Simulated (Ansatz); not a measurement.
C2H3Se (SMILES C=C[Se-]) (charge -1), singlet: a single point at a frame of a short PBE0-D4/def2-SVP trajectory.

in.yaml

```yaml
crystal:
  periodic: [false, false, false]
  atoms:
    - {symbol: C, position_ang: [-0.350255, 0.143620, -0.687440]}
    - {symbol: C, position_ang: [0.394337, 0.208958, 0.419929]}
    - {symbol: Se, position_ang: [1.363972, -1.400664, 0.990909]}
    - {symbol: H, position_ang: [-0.185299, -0.744799, -1.464742]}
    - {symbol: H, position_ang: [-0.956866, 0.900380, -1.153392]}
    - {symbol: H, position_ang: [0.544427, 0.957479, 1.268972]}
basis:
  gaussian: {orbitals: "def2-TZVPPD.json"}
total_charge: -1
hamiltonian: {xc: {name: wB97M-V}}
output: {forces: true}
```

The basis file named in the input lies beside it (Basis Set Exchange, JSON).

Command:

```bash
ansatz run in.yaml --threads 2 --pin off --events-out ev --progress --plain --max-ram 3481MiB
```

The run's output (Ansatz 0.2.0):

```
Functional definition: wB97M-V
  name "wB97M-V"
  cite "Mardirossian & Head-Gordon, J. Chem. Phys. 144, 214110 (2016) doi:10.1063/1.4952647"
  cite "Becke, J. Chem. Phys. 107, 8554 (1997) doi:10.1063/1.475007"
  cite "Vydrov & Van Voorhis, J. Chem. Phys. 133, 244103 (2010) doi:10.1063/1.3521275"
  # Of w^i u^j: cxij and so on, Table III.
  parameter omega = 0.3/bohr
  parameter cx = 0.15
  parameter cx01 = 1.007
  parameter cx10 = 0.259
  parameter css00 = 0.443
  parameter css04 = -1.437
  parameter css10 = -4.535
  parameter css20 = -3.390
  parameter css43 = 4.278
  parameter cos00 = 1.000
  parameter cos10 = 1.358
  parameter cos20 = 2.924
  parameter cos21 = -8.812
  parameter cos60 = -1.390
  parameter cos61 = 9.142
  parameter b = 6.0
  parameter c = 0.01
  gx(w, u) = 1 - cx + cx01*u + cx10*w
  gss(w, u) = css00 + css04*u^4 + css10*w + css20*w^2 + css43*w^4*u^3
  gos(w, u) = cos00 + cos10*w + (cos20 + cos21*u)*w^2 + (cos60 + cos61*u)*w^6
  exchange = spin_sum(e_x_unif_sr(omega)*gx(b97_w, b97_u_x)) + cx*exact_x_sr(omega) + exact_x_lr(omega)
  correlation = spin_sum(e_c_pw_mod_same_spin*gss(b97_w, b97_u_same))
      + integral(e_c_pw_mod_opposite_spin*gos(b97_w_opposite, b97_u_opposite)) + vv10(b, c)
962 factors; their error is unknown
253 factors; integrals over basis functions are off by at most 2.7e-5 eV
mean field evaluation 1: about -67467.3387 eV, gradient 2.0e1 eV
mean field evaluation 2: about -67467.7945 eV, gradient 1.7e1 eV
mean field evaluation 4: about -67468.3950 eV, gradient 9.1e-1 eV
mean field evaluation 8: about -67468.4023 eV, gradient 3.4e-2 eV
mean field evaluation 16: about -67468.5617 eV, gradient 1.5e-4 eV
mean field -67468.56169939 eV, -2479.4239106189 hartree, gradient 8.1e-5 eV, S^2 0.000000; 0 other end points of the search recorded, 0 dependent functions left out
the calculation of the forces begins
reference -67468.56176463 eV, -2479.4239130163 hartree; 25, 25 occupied and 157, 157 virtual orbitals, 962 factors
Total energy: -67468.56176463 eV, -2479.4239130163 hartree
Atom 0 at    -0.350255     0.143620    -0.687440 Å, force     0.757305    -1.170434    -2.084736 eV/Å
Atom 1 at     0.394337     0.208958     0.419929 Å, force     0.811607    -1.376791     1.523564 eV/Å
Atom 2 at     1.363972    -1.400664     0.990909 Å, force    -0.069524     0.694599    -0.123001 eV/Å
Atom 3 at    -0.185299    -0.744799    -1.464742 Å, force    -0.382860     1.637283     2.166852 eV/Å
Atom 4 at    -0.956866     0.900380    -1.153392 Å, force    -0.214294     0.682229     0.359765 eV/Å
Atom 5 at     0.544427     0.957479     1.268972 Å, force    -0.902235    -0.466885    -1.842444 eV/Å
Dipole moment:    -0.195436     0.296238    -0.132301 e Å
```

The lines “mean field evaluation” count trial sets of orbitals through the whole run, from several starts and some on an approximate energy, so they need not fall steadily or lie above the final value.

Hardware: 2 CPU threads of an Arm Neoverse V2, shared host. Wall time about 12 s.
